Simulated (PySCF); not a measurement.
H6OSi2, charge +1, multiplicity 2. Atoms are numbered in the order given.

```xyz
9

Si     1.6828     0.0088     0.0359
O      0.0000     0.0000    -0.1698
Si    -1.6828    -0.0088     0.0359
H      2.2858     0.6942    -1.1325
H      1.8434    -1.5033    -0.0886
H      2.0246     0.4825     1.3972
H     -2.0246    -0.4825     1.3972
H     -1.8434     1.5033    -0.0886
H     -2.2858    -0.6942    -1.1325
```
Charge +1, spin multiplicity 2.

Geometry: PBE0-D3(BJ)/def2-SVP. The spin state was assumed, not searched.

Computed with PBE0/def2-TZVPD (PySCF).

Mulliken values depend strongly on the basis, most of all with diffuse functions as here. ESP charges are fitted to the potential on shells at 1.4 to 2.0 van der Waals radii. Atomic charges (e):

| atom | meta-Löwdin | ESP fit | Mulliken | Mulliken spin |
|---|---|---|---|---|
| Si1 | 0.79 | 0.46 | 0.11 | 0.03 |
| O2 | -0.55 | -0.27 | 0.08 | 0.51 |
| Si3 | 0.79 | 0.46 | 0.11 | 0.03 |
| H4 | -0.02 | 0.05 | 0.11 | 0.03 |
| H5 | 0.03 | 0.09 | 0.16 | 0.17 |
| H6 | -0.03 | 0.03 | 0.09 | 0.02 |
| H7 | -0.03 | 0.03 | 0.09 | 0.02 |
| H8 | 0.03 | 0.09 | 0.16 | 0.17 |
| H9 | -0.02 | 0.05 | 0.11 | 0.03 |
